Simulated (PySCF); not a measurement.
## A small calculation by hand: chemical shift, span and skew from a shielding tensor

B(F)(Br)(vinyl) (C2H3BBrF), SMILES C=CB(F)Br. Atoms are numbered in the order given.

```xyz
8

B      0.7026     0.5350     0.0000
F      2.0157     0.4052     0.0000
Br    -0.3265    -1.0901     0.0000
C      0.0543     1.9372     0.0000
C     -1.2687     2.1540     0.0000
H      0.7305     2.8014     0.0000
H     -1.6939     3.1628     0.0000
H     -1.9779     1.3191     0.0000
```

Geometry optimised at PBE0-D3(BJ)/def2-SVP. The structure was generated by enumeration, and PubChem lists no compound with its InChIKey, so it may never have been made. The values are those of a single conformer.

GIAO shieldings from B3LYP/pcSseg-1 in PySCF, non-relativistic, no solvent. The symmetric part of the tensor of C5 has the principal values -114.5, 12.2, 157.4 ppm. The same nucleus in TMS has σ = 181.3 ppm at this level (PySCF, at its B3LYP-D3(BJ)/def2-TZVP geometry). Without spin–orbit terms, shifts of atoms bonded to Cl or Br come out too high.

**Question.** Work out the isotropic shielding, the ¹³C shift against TMS, the span and the skew.

**Answer.** 
σ(iso) = (σ11 + σ22 + σ33)/3 = 18.4 ppm. δ = σ(ref) − σ(iso) = 181.3 − (18.4) = 162.9 ppm.
Span Ω = σ33 − σ11 = 271.9 ppm. Skew κ = 3(σ(iso) − σ22)/Ω = 0.07. Tumbling in solution averages the tensor to δ; in a static solid the shielding alone would spread this spin-1/2 line over Ω.
